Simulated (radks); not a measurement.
Results of a calculation; reference values are marked as such.
Ionisation of In, [Kr] 4d10 5s2 5p1, to In+, [Kr] 4d10 5s2, under several functionals. Scalar-relativistic Kohn-Sham, spin-polarised, spherical densities, finite nucleus; open shells are filled with parallel spins first (spin-orbit coupling, left out, can overturn this in heavy ions); a radial shooting solver on a logarithmic mesh with Libxc functionals.

| functional | E(In) (hartree) | Exc (hartree) | IE (eV) | -e(HOMO) (eV) | <r> HOMO (bohr) | IE error (eV) |
|---|---|---|---|---|---|---|
| TASK exchange with Perdew-Wang LDA correlation | -5881.06407 | -158.68964 | 5.187 | 2.800 | 3.482 | -0.599 |
| OLYP | -5883.82977 | -161.95948 | 5.232 | 2.500 | 3.738 | -0.554 |
| B86b exchange with PBE correlation | -5882.19030 | -160.19879 | 5.543 | 2.795 | 3.695 | -0.243 |
| LDA (Slater exchange, Perdew-Zunger correlation) | -5876.30888 | -154.26025 | 5.711 | 2.891 | 3.644 | -0.075 |
| PBE | -5881.49996 | -159.50135 | 5.523 | 2.779 | 3.704 | -0.263 |
| AM05 | -5876.53991 | -154.49982 | 5.480 | 2.740 | 3.669 | -0.306 |
| BP86 | -5882.58956 | -160.59792 | 5.670 | 2.907 | 3.651 | -0.116 |
| HCTH/407 | -5885.26497 | -163.48484 | 5.524 | 2.789 | 3.630 | -0.263 |
| RPBE | -5881.82300 | -159.83092 | 5.448 | 2.731 | 3.730 | -0.338 |
| LDA (Slater exchange, Perdew-Wang correlation) | -5876.31045 | -154.26204 | 5.715 | 2.900 | 3.643 | -0.071 |

NIST Atomic Spectra Database: 5.786 eV (measured). Closest: LDA (Slater exchange, Perdew-Wang correlation). The Delta-SCF values span 0.53 eV, the total energies 8.96 hartree. The highest occupied level is 5p. Open shells are spherical and high-spin; term and fine-structure splittings are not resolved. Spin-orbit splitting is averaged out at the scalar-relativistic level.
